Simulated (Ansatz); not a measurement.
A series at Hf: from `[OH][Hf]([OH])([OH])[OH]`, ligands are replaced one by one, each step taking up H₂S and setting free H₂O; n counts the steps. Ansatz, PBE0-D4/def2-TZVP geometries. Each molecule was computed in one conformer, which needn't be the lowest.

```
n                    molecule  HOMO energy, ωB97M-V/def2-TZVPP (eV)
0  `[OH][Hf]([OH])([OH])[OH]`                                -10.99
1  `[OH][Hf]([OH])([OH])[SH]`                                     ?
2  `[OH][Hf]([OH])([SH])[SH]`                                 -9.22
3  `[OH][Hf]([SH])([SH])[SH]`                                 -9.65
4  `[SH][Hf]([SH])([SH])[SH]`                                -10.12
```

Q: By hand: fit a straight line y = ȳ + b (n − n̄) to the 4 given rows and predict n = 1.

A: n̄ = 2.250, ȳ = -9.995; Σ(n − n̄)(y − ȳ) = 2.085, Σ(n − n̄)² = 8.750, so b = 0.238 eV a step. Prediction: -9.995 + (0.238) × (-1.250) = -10.29 eV.

Q: By hand: compare with the computed value, -9.15 eV, and give the steps along the whole series.

A: The line misses by 1.14 eV (computed minus predicted). Steps: 1.84, -0.07, -0.43, -0.47 eV.

The steps change sign along the series, so a line is a poor guide. The highest orbital can change its character along such a series. The miss is 62.0 % of the series' range.
